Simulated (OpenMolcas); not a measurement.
**d5 ions of charge +3 down a group on the Mg site of MgO**

```yaml
Program: OpenMolcas 26.06
Method: SS-CASPT2, IPEA 0.25 Eh, imaginary shift 0.1 Eh
Spin-orbit_coupling: state interaction with AMFI integrals over the reference wave functions
```

The d shell is active; CASPT2 correlates the ligand valence shells and the outer metal core. Each dopant is a cluster with its nearest anions in model potentials and point charges, with no relaxation and no local charge compensation. Distances were set from a Shannon-type radius of the metal (high-spin where two are listed) plus a fixed donor radius (O 1.38 Å), in hosts weighted 0.65 to 0.35 with the host's distance in the model lattice. Ligand basis ANO-RCC-VDZP, DKH2 Hamiltonian. States (labels of O, the rotations of Oh). Energies in cm-1 above the lowest state or level, χT in cm3 K/mol; under a threefold ground state the first gap can be a small split of the lowest multiplet, not the spin-orbit step; 10Dq and B are least-squares fits to the states below 45000 cm-1, weighted by degeneracy, with a free offset, and given where the rms deviation is under 5 % of |10Dq| (or 100 cm-1) and under 700 cm-1. Spin-only χT is S(S+1) / 2 for the spin of the ground state.

```
 Ion  Shell  R (Å)   Metal basis  Ground state  First state of that spin   10Dq  B (rms of fit)  First gap with spin-orbit (degeneracies)  χT at 300 K  First state of another spin  Spin-only χT
Fe3+    3d5  2.053  ANO-RCC-VTZP           6A1                                                                                   0 (2, 4)        4.380                     2T2 7830         4.375
Ru3+    4d5  2.076  ANO-RCC-VTZP           2T2                     22690  25990       502 (540)                               1760 (2, 4)        0.579              2S+1 = 4: 18220         0.375
```

Below the highest spin of the shell: Ru3+. χT departs most from the spin-only value for Ru3+, by +0.204 cm3 K/mol.

Roots that are degenerate in the reference are averaged as groups; the widest CASPT2 spread within a group is 470 cm-1 (the 3-fold group of multiplicity 2 near 25200 cm-1 above the lowest state of its run, Ru3+). Shifts and gaps below about the spread of the groups concerned are not significant. Over all roots computed the reference weight is 0.66 to 0.71 in Fe3+, 0.67 to 0.69 in Ru3+; a low but even weight reflects the number of correlated electrons. Ligand-to-metal charge-transfer states are missing. With no ligand orbital active B as a rule stays too high, so bands that hang on it stand too high and its fall with covalency is understated. With one d shell and no ligand orbital active, 10Dq can be off by a tenth or more. This shell can be high or low spin here, a state of another spin lies low, and with metal d orbitals alone active their balance is uncertain, so the ground spin may be wrong (holds for Fe3+). These CASPT2 states fit no ligand-field parameters well, so their order and spin gaps are uncertain (holds for Fe3+). An orbital triplet at a regular site is open to Jahn-Teller coupling, which can distort the site and quench the lowest spin-orbit gaps and is left out (holds for Ru3+). The least metal-like active orbital is 75 % on the metal (Löwdin) and no ligand orbital is active, so the numbers are rough (holds for Ru3+). No measured value stands beside these numbers; the geometry was set by hand and not optimised.

A state without a sure symmetry label is named by its multiplicity alone.
